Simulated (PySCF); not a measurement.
Compound: C₃H₆OSi.
Numbering: `[CH3:1][Si@H:2]1[CH:3]=[CH:4][O:5]1`

Structure used (GFN2-xTB), in Å, numbered top down from 1:
```
atom  x, y, z in Å
C1    -1.798   -0.204   -0.308
Si2   -0.168    0.425    0.406
C3     1.380   -0.656    0.386
C4     1.831    0.178   -0.551
O5     0.850    1.117   -0.786
H6    -1.635   -0.883   -1.140
H7    -2.400    0.625   -0.667
H8    -2.370   -0.728    0.450
H9    -0.289    1.368    1.511
H10    1.866   -1.497    0.838
H11    2.739    0.258   -1.124
```

NICS = −σ at a ghost point: NICS(0) at the centroid of the ring atoms, NICS(1) 1 Å to either side along the normal of their mean plane, zz for the tensor component along that normal. Level: GIAO PBE0/pcSseg-1 (PySCF, non-relativistic, gas phase) on the GFN2-xTB geometry, one conformer.

Ring bond lengths (Å), with Mayer bond orders in brackets: Si2–C3 1.889 (0.93), C3–C4 1.333 (1.72), C4–O5 1.378 (0.98), O5–Si2 1.714 (0.87).

Task: What do the NICS probes read (ppm)?

Result: 
```tsv
ring	type	NICS(0)	NICS(1), two faces	NICS(1)zz, two faces	rms pucker (Å)	centre to ring atoms, mean (Å)
Si2–C3–C4–O5	4-membered ring with O and Si; formal bonds 1 double, 3 single	-1.1	-0.4 / -0.4	4.3 / 3.7	0.01	1.11
```

Task: What can be read from them?

Result: 
- Si2–C3–C4–O5: mean NICS(1)zz 4.0 ppm, deshielded. Si2 has four or more neighbours, so the value isn't read as a sign of a π ring current.

Task: What field does 1 T along the ring normal induce along that normal at the first NICS(1) probe listed for ring Si2–C3–C4–O5, 1 Å off the ring?

Result: NICSzz × B0 = 4.3 ppm × 1 T = 4 μT, along the applied field.

Task: How shielded are the nuclei of the rings and their hydrogens (means over atoms taken as equivalent)?

Result: 
```
atoms                    environment  σ isotropic (ppm)  principal values of the symmetric part, first atom (ppm)
  Si2           oxygen-bound silicon              309.8                                       245.7, 313.6, 370.2
   C3               alkene CH carbon               76.4                                        -13.9, 96.8, 146.3
   C4  vinylic carbon bearing oxygen               12.6                                        -100.8, 48.4, 90.1
   O5             silyl ether oxygen              190.8                                        92.0, 214.3, 266.1
   H9                  Si–H hydrogen              25.86                                          23.1, 24.3, 30.2
  H10               vinylic hydrogen              26.70                                          25.1, 26.8, 28.2
  H11               vinylic hydrogen              24.16                                          22.5, 23.3, 26.6
```

On an Arm Neoverse V1 with one thread, shared host, this took 15 s wall (grids of density and orbitals included) and 0.56 GiB of memory at its peak. This is the whole shielding run at PBE0/pcSseg-1, SCF included.
